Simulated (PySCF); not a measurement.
Telling isomers of C4H7F3OSi2 apart by NMR

- coordinates at the GFN2-xTB level
- PBE0/pcSseg-1 with gauge-including orbitals
- code: PySCF 2.14
- gas phase, relativity neglected, averaged over atoms made equivalent by symmetry, fast rotation or ring inversion, one conformer

Referencing at the same level of theory: ¹H (σref 31.72), ¹³C (σref 186.93) against TMS. Splittings of carbon signals by F and P are missing where no couplings were computed. Where no couplings were computed, multiplicities follow the n + 1 count of equivalent neighbours, and m marks all less simple cases (inequivalent or close neighbours, rings, F or P nearby). Shifts are as computed. Against solution values, carbons near 30 ppm lie about +3 ppm off and those near 130 ppm about +5 ppm. Of 1309 compounds with measured shifts, 239 miss one by over three times the rms of a fit or turn the order of signals round; such compounds aren't used in these exercises.

(1) Tabulate the signals of `C#C[SiH2][C@H]([SiH3])OC(F)(F)F`, `O=C(C1[SiH2]C[SiH2]1)C(F)(F)F` and their relative energies.

(2) What is the quickest way to tell C#C[SiH2][C@H]([SiH3])OC(F)(F)F from O=C(C1[SiH2]C[SiH2]1)C(F)(F)F?

Results:

(1) 
| SMILES | carbon types | δC | δH | E rel. (kcal/mol) |
| --- | --- | --- | --- | --- |
| C#C[SiH2][C@H]([SiH3])OC(F)(F)F | 2×C 2×CH | 131.3, 107.1, 83.6, 65.0 | 4.65 (m, 1H), 4.51 (m, 1H), 4.50 (m, 1H), 4.13 (d, 3H), 2.05 (m, 1H) | 47.1 |
| O=C(C1[SiH2]C[SiH2]1)C(F)(F)F | 2×C 1×CH 1×CH2 | 200.4, 126.5, 33.6, -8.5 | 5.04 (m, 2H), 4.98 (m, 2H), 3.19 (m, 1H), 0.85 (m, 1H), 0.70 (m, 1H) | 0.0 |

Energies are electronic energies at PBE0/pcSseg-1 on these geometries, without zero-point or thermal terms, each for the one conformer computed, which needn't be the lowest.

(2) Both give the same number of carbon signals, but DEPT or the intensities differ. The first has a terminal alkyne carbon (CH) at 107.1 ppm, the second a ketone carbonyl carbon (C) at 200.4 ppm. Their most deshielded carbons lie at 131.3 and 200.4 ppm.
